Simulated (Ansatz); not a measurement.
Ansatz (a quantum-chemistry and plane-wave program) input:

Ansatz 0.2 input:
```yaml
crystal:
  periodic: [false, false, false]
  atoms:
    - {symbol: Si, position_ang: [-0.62022362, 0.07023540, 0.44593495]}
    - {symbol: Cl, position_ang: [-1.68624327, -1.30058802, -0.66140075]}
    - {symbol: Cl, position_ang: [-1.02661056, 1.96263705, -0.25792066]}
    - {symbol: Br, position_ang: [1.56576131, -0.34966083, 0.26815356]}
basis:
  gaussian:
    orbitals: 6-31G
magnetization: {spin_polarized: true, initial_magnetization: 1}
correlation: {method: ccsd_t, electrons: outside_noble_gas}
```

### Question
Which total energy does the run end on?

### Answer
-3780.10954 Eh (CCSD(T)/6-31G). The basis has 66 functions.

It need not be the lowest isomer of its formula.
